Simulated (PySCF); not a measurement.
**Correlation energy of Ho²⁺ (holmium, charge +2)**

[Xe] 4f10 6p1, one real determinant (an excited configuration). All numbers are calculated (PySCF 2.14, the spin-free X2C one-electron Hamiltonian (Gaussian nucleus), in x2c-TZVPPall (11s7p7d4f2g, 113 functions)). Frozen: [Kr] 4d10; 19 electrons correlated.

MP2 pair energies summed by pair of shells (mhartree):

```tsv
pair	energy	share (%)
4f-4f	-298.17	42.3
4f-5p	-187.04	26.5
5p-5p	-120.94	17.1
4f-5s	-41.46	5.9
5s-5p	-31.30	4.4
5p-6p	-13.65	1.9
5s-5s	-6.07	0.9
4f-6p	-5.86	0.8
5s-6p	-0.71	0.1
```

Total MP2 correlation energy: -705.19 mhartree.

Same-spin part -280.48 and opposite-spin part -424.72 mhartree; SCS-MP2 scales them by 1/3 and 6/5 to -603.15 mhartree.

The reference is one real determinant that mixes LS terms of this configuration.
